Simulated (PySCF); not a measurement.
# Fine-structure interval along the 9-electron series

Calculated with PySCF 2.14 and a two-component X2C-1e Hamiltonian (Gaussian nucleus, no Breit or QED terms), each ion in its own even-tempered basis scaled to its charge; GMP2 freezes nothing and drops the highest virtual spinors. Values in cm⁻¹.

```
  ion  configuration  GHF (screened spin-orbit)  GMP2 (screened spin-orbit)  GHF (bare spin-orbit)
Hf⁶³⁺   [He] 2s2 2p5                    9987000                     9988400               10304000
Ta⁶⁴⁺   [He] 2s2 2p5                   10639000                    10640000               10973000
 W⁶⁵⁺   [He] 2s2 2p5                   11326000                    11327000               11678000
```

Between Z = 72 and Z = 74 the GHF (bare spin-orbit) value grows as Z to the power 4.57.
